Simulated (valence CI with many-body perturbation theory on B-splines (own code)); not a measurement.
## Sensitivity of CI+MBPT for Br21+

Computed by configuration interaction combined with many-body perturbation theory (CI+MBPT): four valence electrons over a frozen Dirac-Fock core [Ne], radial functions for each j: 6 s, 6 p, 5 d, 3 f, 1 g, with the one-electron correlation potential Σ1, the two-electron term Σ2, the three-electron term Σ3, Breit, model QED; selected CI, second order for the rest, scaled by the run's own slope (own B-spline code, finite nucleus).

No measured spectrum was set against this ion. As an estimate, levels of excited configurations hold to 0.05 to 0.15 % of their energy, terms of the ground configuration to about 0.5 %.

The reference run has the lowest level 3s2.3p2 3P_0 and an ionisation energy of 919.746 eV. Its largest variational space holds 9994 state functions.

Names give the largest LS component (configuration and term), which can be under half, so a name can repeat, a term be missing and a line seem to break the LS rules; names also repeat where a configuration has a term twice. Letters in brackets count levels of one name in rising energy.

Changed runs:
A. QED terms on → off
B. cutoff of virtual states (hartree) 2450 → 4200
C. highest l with Σ1, explicit Σ2 and valence Breit (higher l get mean screening factors) 3 → 1
D. size limit of the variational space 10000 → 100; second order for the rest on → off (bad on purpose)

Excitation energies of the reference run in cm⁻¹, and shifts in cm⁻¹:

```
                 Level  Reference       A        B       C       D
          3s2.3p2 3P_1      57994    -161     +3.8     +25   +2442
          3s2.3p2 3P_2      82543    -176     +4.2     +47   +2952
          3s2.3p2 1D_2     162890    -320     +7.8     +60   +3050
          3s2.3p2 1S_0     230013    -291     +7.8    -167    +391
          3s.3p3 5S°_2     435549   +1826     +8.6    -207    +659
          3s.3p3 3D°_1     539536   +1667      +11   -1119   +2518
          3s.3p3 3D°_2     545920   +1630      +11   -1086   +2425
          3s.3p3 3D°_3     568782   +1571      +13    -961   +2228
          3s.3p3 3P°_0     628530   +1599      +13   -1118   +1377
      3s.3p3 3P°_2 [a]     636026   +1297      +16   -3160   +3259
          3s.3p3 3P°_1     636058   +1560      +14   -1140   +3698
      3s.3p3 3P°_2 [b]     694196    +924      +21   -5464   +3159
Ionisation energy (eV)    919.746  -0.028  +0.0035  -0.029  -0.079
```
